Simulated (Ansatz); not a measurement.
Program: Ansatz. Geometries: PBE0-D4/def2-TZVP. ΔE: electronic, gas phase. CCSD(T)/CBS is the MP2 limit (def2-TZVPP, def2-QZVPP) plus CCSD(T) − MP2 in def2-TZVPP, frozen cores. This one scheme is used for every species. DFT in def2-TZVPP. Elements past krypton have def2 core potentials. For Ta outer-core shells are correlated without core-valence functions, which leaves a few kJ/mol of doubt a bond. Each species was taken in one conformer, which may not be the lowest.

`[NH2][Ta]([NH2])([OH])=[S]` + H–F → `[NH2][Ta]([NH2])([F])=[S]` + H₂O  (ligand exchange at a Ta–O bond)

`[NH2][Ta]([NH2])([OH])=[S]`:

```xyz
10

N     0.014    0.148    1.786
Ta   -0.078   -0.393   -0.111
N    -0.575    1.129   -1.268
O     1.661   -0.964   -0.630
S    -1.613   -1.912   -0.303
H    -0.606   -0.185    2.507
H     0.666    0.820    2.165
H    -0.023    1.965   -1.393
H    -1.435    1.193   -1.792
H     1.988   -1.800   -0.961
```

H–F:

```xyz
2

F     0.119    0.443    0.034
H    -0.119   -0.443   -0.034
```

`[NH2][Ta]([NH2])([F])=[S]`:

```xyz
9

N     0.869   -1.176    0.841
Ta   -0.537   -0.293   -0.209
N    -0.048    1.561   -0.640
F    -0.753   -1.239   -1.824
S    -2.331   -0.240    0.998
H     0.745   -1.557    1.767
H     1.833   -1.267    0.551
H     0.797    1.837   -1.121
H    -0.576    2.375   -0.364
```

H₂O:

Z-matrix (Å, degrees):
```
O
H 1 0.960
H 1 0.960 2 105.1
```

Is it downhill or uphill in electronic energy at CCSD(T)/CBS, and by how much? (An estimate is asked.)

The calculation gave: Downhill: ΔE = -0.35 eV.

What do these levels give: BLYP-D4, PBE0-D4, r2SCANh, SCS-MP2/def2-TZVPP, CCSD(T)/def2-TZVPP, MP2/CBS(def2)? (Best estimate.)

Computed: BLYP-D4 -0.45, PBE0-D4 -0.39, r2SCANh -0.43, SCS-MP2/def2-TZVPP -0.35, CCSD(T)/def2-TZVPP -0.35, MP2/CBS(def2) -0.32 eV.

Largest T1 diagnostic among the species: 0.020, so the coupled-cluster value is less sure than usual.

The D4 term adds +0.03 eV with B3LYP and +0.02 eV with PBE0; it sums over pairs of atoms, weighted by their polarisabilities, and B3LYP, whose exchange is more repulsive, gets the larger term. Leaving LDA and LC-ωPBE aside and taking each functional with its dispersion term where it has one, the values, not all of them listed here, spread over 0.11 eV, from B97M-V to PBE-QIDH. LDA lies +0.08 eV from PBE without D4.

B3LYP here is the variant with VWN-RPA as its local correlation; programs differ in this.
